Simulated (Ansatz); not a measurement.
Start from `BNC=C` and change one atom or group to get `BN(C=C)[SiH2][SiH3]`.

Ansatz, PBE0-D4/def2-TZVP geometries, multiplicity 1. Each molecule was computed in one conformer, which needn't be the lowest.

| property | `BNC=C` |
| --- | --- |
| HOMO energy (ωB97M-V/def2-TZVPP) / eV | -9.06 |
| size of the dipole moment (B3LYP/def2-TZVPP) / D | 1.16 |
| size of the dipole moment (PBE/def2-TZVPP) / D | 1.32 |
| HOMO–LUMO gap (PBE0/def2-TZVPP) / eV | 6.34 |
| LUMO energy (B3LYP/def2-TZVPP) / eV | -0.77 |
| vertical ionisation energy (CCSD(T)/CBS(def2)) / eV | 9.26 |

(1) Give the same properties after the change, and the shifts. (Best estimate.)

Results:

(1) The calculation gave: 
```tsv
property	`BN(C=C)[SiH2][SiH3]`	shift
HOMO energy (ωB97M-V/def2-TZVPP) / eV	-9.24	-0.18
size of the dipole moment (B3LYP/def2-TZVPP) / D	0.81	-0.35
size of the dipole moment (PBE/def2-TZVPP) / D	0.95	-0.37
HOMO–LUMO gap (PBE0/def2-TZVPP) / eV	6.35	0.01
LUMO energy (B3LYP/def2-TZVPP) / eV	-0.93	-0.16
vertical ionisation energy (CCSD(T)/CBS(def2)) / eV	9.19	-0.07
```

The zero-point energy changes by 83.8 kJ/mol with +18 modes. Dipoles are sizes alone; their direction can turn.

B3LYP here is the variant with VWN-RPA as its local correlation; programs differ in this.
